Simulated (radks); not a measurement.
Fe4+, configuration [Ar] 3d4. Method: Dirac Kohn-Sham, PBE, spin-unpolarised, spherical densities, point nucleus; open shells fill j = l - 1/2 first; computed with a radial shooting solver on a logarithmic mesh with Libxc functionals.

Unscreened Slater integrals over Kohn-Sham orbitals (hartree). Large and small components are both included. Empty in this configuration: 3d5/2.

F0(3d3/2,3d3/2): 0.99625
F2(3d3/2,3d3/2): 0.47381
F0(3d3/2,3p3/2): 1.0350
F2(3d3/2,3p3/2): 0.49849
G1(3d3/2,3p3/2): 0.61310
G3(3d3/2,3p3/2): 0.37629
F0(3d3/2,3p1/2): 1.0399
G1(3d3/2,3p1/2): 0.61731
F0(3d3/2,3s1/2): 1.0565
G2(3d3/2,3s1/2): 0.47121
F0(3d3/2,3d5/2): 0.99471
F2(3d3/2,3d5/2): 0.47317
G2(3d3/2,3d5/2): 0.47277
G4(3d3/2,3d5/2): 0.29680
F0(3p3/2,3p3/2): 1.0847
F2(3p3/2,3p3/2): 0.54557
F0(3p3/2,3p1/2): 1.0900
G2(3p3/2,3p1/2): 0.54773
F0(3p3/2,3s1/2): 1.1075
G1(3p3/2,3s1/2): 0.73566
F0(3p3/2,3d5/2): 1.0333
F2(3p3/2,3d5/2): 0.49785
G1(3p3/2,3d5/2): 0.61271
G3(3p3/2,3d5/2): 0.37602
F0(3p1/2,3p1/2): 1.0954
F0(3p1/2,3s1/2): 1.1131
G1(3p1/2,3s1/2): 0.73866
F0(3p1/2,3d5/2): 1.0382
G3(3p1/2,3d5/2): 0.37787
F0(3s1/2,3s1/2): 1.1324
F0(3s1/2,3d5/2): 1.0548
G2(3s1/2,3d5/2): 0.47068
F0(3d5/2,3d5/2): 0.99318
F2(3d5/2,3d5/2): 0.47253
F4(3d5/2,3d5/2): 0.29665
